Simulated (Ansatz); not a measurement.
F₂GeH₂OS (`[OH][Ge]([F])([F])[SH]`), one more setting.

```yaml
crystal:
  periodic: [false, false, false]
  atoms:
    - {symbol: O, position_ang: [-1.010993, 0.283114, 1.015171]}
    - {symbol: Ge, position_ang: [0.280760, -0.342690, 0.023889]}
    - {symbol: F, position_ang: [1.451703, -1.176796, 0.960066]}
    - {symbol: F, position_ang: [-0.397496, -1.580940, -0.961146]}
    - {symbol: S, position_ang: [1.283327, 1.238107, -1.072395]}
    - {symbol: H, position_ang: [-1.668844, -0.386255, 1.228010]}
    - {symbol: H, position_ang: [0.122743, 1.897459, -1.239295]}
basis:
  gaussian: {orbitals: aug-cc-pVTZ}
total_charge: 1
magnetization: {spin_polarized: true, initial_magnetization: 1}
hamiltonian: {xc: {name: SVWN5}}
output: {forces: true}
```

```sh
$ ansatz run in.yaml --threads 4 --pin off --events-out ev --progress --plain --max-ram 10444MiB
```

Output, abridged:

```
Functional definition: SVWN5
1531 factors; their error is unknown
mean field evaluation 1: about -74670.2089 eV, gradient 8.8e1 eV
mean field evaluation 2: about -74334.6475 eV, gradient 2.6e2 eV
mean field evaluation 4: about -74680.0033 eV, gradient 4.6e1 eV
mean field evaluation 8: about -74692.5611 eV, gradient 9.4e0 eV
mean field evaluation 16: about -74693.1544 eV, gradient 3.4e-2 eV
mean field -74693.11299403 eV, -2744.9212737200 hartree, gradient 3.6e-5 eV, S^2 0.751938; 6 other end points of the search recorded, 0 dependent functions left out
reference -74693.11304429 eV, -2744.9212755671 hartree; 38, 37 occupied and 255, 256 virtual orbitals, 1531 factors
Total energy: -74693.11304429 eV, -2744.9212755671 hartree
Atom 0 at    -1.010993     0.283114     1.015171 Å, force     0.763374     1.057566    -0.644032 eV/Å
Atom 1 at     0.280760    -0.342690     0.023889 Å, force    -0.491995    -2.697034     1.258748 eV/Å
Atom 2 at     1.451703    -1.176796     0.960066 Å, force    -0.361762     0.708341    -0.480087 eV/Å
Atom 3 at    -0.397496    -1.580940    -0.961146 Å, force     0.356425     0.807662     0.029473 eV/Å
Atom 4 at     1.283327     1.238107    -1.072395 Å, force     1.139752     0.351811    -0.585661 eV/Å
Atom 5 at    -1.668844    -0.386255     1.228010 Å, force    -0.744721    -0.774219     0.468984 eV/Å
Atom 6 at     0.122743     1.897459    -1.239295 Å, force    -0.661072     0.545873    -0.047425 eV/Å
Dipole moment:    -0.126098     1.020878    -0.400869 e Å
```

Run time 13 s (4 threads of an Arm Neoverse V2 on a shared host); peak host memory 1.3 GiB.
